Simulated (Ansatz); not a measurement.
AlFH3OSi, SMILES `[F][Al][O][SiH3]` radical, relaxed with UKS PBE0-D4/def2-TZVP in Ansatz from a PBE-D4/def2-SVP geometry. The force threshold is 0.005 eV/Å; the program also tests the step.

Charge 0, multiplicity 2.

Start:

```xyz
7

F     2.475    0.183   -2.396
Al    2.092    0.037   -0.766
O     0.454    0.038   -0.278
Si   -0.932   -0.046    0.646
H    -0.816   -1.138    1.676
H    -1.161    1.262    1.357
H    -2.112   -0.335   -0.239
```

| step | energy (eV) | largest force (eV/Å) | largest move (Å) |
| --- | --- | --- | --- |
| 1 | -19282.1420 | 0.769 | 0.000 |
| 2 | -19282.1851 | 0.540 | 0.036 |
| 3 | -19282.2005 | 0.061 | 0.034 |
| 4 | -19282.2007 | 0.033 | 0.005 |
| 5 (rejected) | -19282.2007 | 0.040 | 0.009 |
| 6 | -19282.2009 | 0.022 | 0.005 |
| 7 | -19282.2016 | 0.018 | 0.024 |
| 8 (rejected) | -19282.2016 | 0.180 | 0.145 |
| 9 | -19282.2026 | 0.025 | 0.044 |
| 10 | -19282.2034 | 0.045 | 0.073 |
| 11 (rejected) | -19282.2031 | 0.074 | 0.047 |
| 12 | -19282.2038 | 0.008 | 0.023 |
| 13 | -19282.2039 | 0.002 | 0.013 |
| 14 | -19282.2039 | 0.024 | 0.024 |
| 15 (rejected) | -19282.2039 | 0.017 | 0.004 |
| 16 | -19282.2039 | 0.010 | 0.002 |
| 17 | -19282.2039 | 0.001 | 0.006 |
| 18 | -19282.2040 | 0.005 | 0.017 |
| 19 | -19282.2040 | 0.016 | 0.027 |
| 20 | -19282.2040 | 0.008 | 0.002 |
| 21 | -19282.2040 | 0.002 | 0.008 |
| 22 (rejected) | -19282.2040 | 0.039 | 0.038 |
| 23 | -19282.2040 | 0.004 | 0.018 |

End:

```xyz
7

F     2.298    0.352   -2.375
Al    2.073   -0.104   -0.804
O     0.544   -0.044   -0.121
Si   -0.894   -0.050    0.646
H    -0.896   -1.079    1.719
H    -1.143    1.283    1.255
H    -1.981   -0.357   -0.319
```

It took 55 s on 2 threads of a server CPU on a shared host, with 0.43 GiB of host memory at the peak.
